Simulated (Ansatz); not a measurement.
Ligand exchange: AlH(CH3)(SH) + B(SH)3 → Al(CH3)(SH)2 + BH(SH)2

Species: AlH(CH3)(SH), singlet; B(SH)3, singlet; Al(CH3)(SH)2, singlet; BH(SH)2, singlet. The partners trade H for SH: Al–H and B–SH bonds give way to Al–SH and B–H.

Shapes, held fixed at every level: PBE0-D4/def2-TZVP. Flexible molecules stand in one conformer, not always the lowest. Programs: Ansatz 0.2.0. Electronic energies: no zero-point or thermal term.

Question: Estimate ΔE of this reaction.

Answer: The highest level, CCSD(T)/CBS estimate, gives ΔE = -65.5 kJ/mol; the levels span -66.9 to -62.7. The column of differences is taken from that level and isn't an error. No measured value is set beside it here. The CBS estimate extrapolates MP2 from def2-TZVPP and def2-QZVPP and adds CCSD(T) − MP2 in the triple-zeta set, cores frozen. Times are processor times on shared x86 and Arm servers, and rough.

| level | kind | ΔE (kJ/mol) | less CCSD(T)/CBS estimate | CPU time (sum over the molecules) |
| --- | --- | --- | --- | --- |
| r2SCAN-D4/def2-TZVPP | meta-GGA | -65.4 | +0.1 | 40 s |
| B3LYP-D4/def2-TZVPP | global hybrid | -63.5 | +2.0 | 42 s |
| PBE0-D4/def2-TZVPP | global hybrid | -62.7 | +2.8 | 26 s |
| wB97X-V/def2-TZVPP | range-separated hybrid | -63.3 | +2.2 | 68 s |
| B2PLYP/def2-TZVPP | double hybrid | -66.1 | -0.6 | 47 s |
| CCSD(T)/def2-TZVPP | coupled cluster or CI | -65.1 | +0.4 | 3.8 min |
| CCSD/def2-TZVPP | coupled cluster or CI | -66.9 | -1.4 | – |
| CCSD(T)/CBS estimate | coupled cluster or CI | -65.5 | 0.0 | 6.1 min |
